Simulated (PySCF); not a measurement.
**How methods differ on the excitation energy of Sr**

Sr [Kr] 5s2 (1S) → Sr [Kr] 4d2 (3F), as a difference of total energies. All numbers are calculated (PySCF 2.14, the spin-free X2C one-electron Hamiltonian (Gaussian nucleus), in x2c-TZVPPall with one added diffuse shell each of s, p, d, f type (9s7p7d3f1g, 95 functions)). Correlated levels: valence: [Kr] frozen; valence and next inner shell: [Ar] 3d10 frozen. The calculations carry no spin-orbit coupling.

| method | excitation energy (cm⁻¹) |
| --- | --- |
| UHF | 35552 |
| LDA | 33947 |
| PBE | 31389 |
| PBE0 | 32436 |
| r2SCAN | 29744 |
| LC-wPBE | 34164 |
| wB97X-V | 36108 |
| BLYP | 32942 |
| PBEsol | 31666 |
| MP2 (valence) | 38507 |
| SCS-MP2 (valence) | 40050 |
| MP2 (valence and next inner shell) | 38878 |
| SCS-MP2 (valence and next inner shell) | 40218 |

A first-order spin-orbit estimate (lowest level to lowest level, LS coupling) adds -0.019 eV.
